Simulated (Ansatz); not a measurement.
`CBB(C)F` + `C#[C][GaH][CH3]` → `C[BH][GaH][CH3]` + `C#CB(C)F`  (redistribution)

Isolated molecules relaxed with PBE0-D4/def2-TZVP in Ansatz; ΔE leaves out vibrations. CBS: MP2 limit from def2 TZ/QZ plus the TZ coupled-cluster correction, frozen cores. Functionals use def2-TZVPP. For Ga outer-core shells are correlated without core-valence functions, which leaves a few kJ/mol of doubt a bond. Scalar relativity is left out up to krypton. One conformer a species, not always the lowest.

```json
{"species": "`CBB(C)F`", "r2SCAN energy (Eh)": "-229.96772"}
{"species": "`C#[C][GaH][CH3]`", "r2SCAN energy (Eh)": "-2042.06899"}
{"species": "`C[BH][GaH][CH3]`", "r2SCAN energy (Eh)": "-2030.65072"}
{"species": "`C#CB(C)F`", "r2SCAN energy (Eh)": "-241.39262"}
```

Problem. Work out ΔE.

Solution. ΔE = (-2030.65072) + (-241.39262) − (-229.96772) − (-2042.06899) = -0.00663 Eh = -17.4 kJ/mol. CCSD(T)/CBS gives -11.7 kJ/mol.

Largest T1 diagnostic among the species: 0.013.

From PBE to PBE0 (25 % exact exchange), in def2-TZVPP and without D4, ΔE moves by +4.4 kJ/mol. In def2-TZVPP, CCSD(T) changes the Hartree–Fock value by −7.1 kJ/mol (the triples alone add −0.8 kJ/mol) and MP2 by −6.8 kJ/mol.
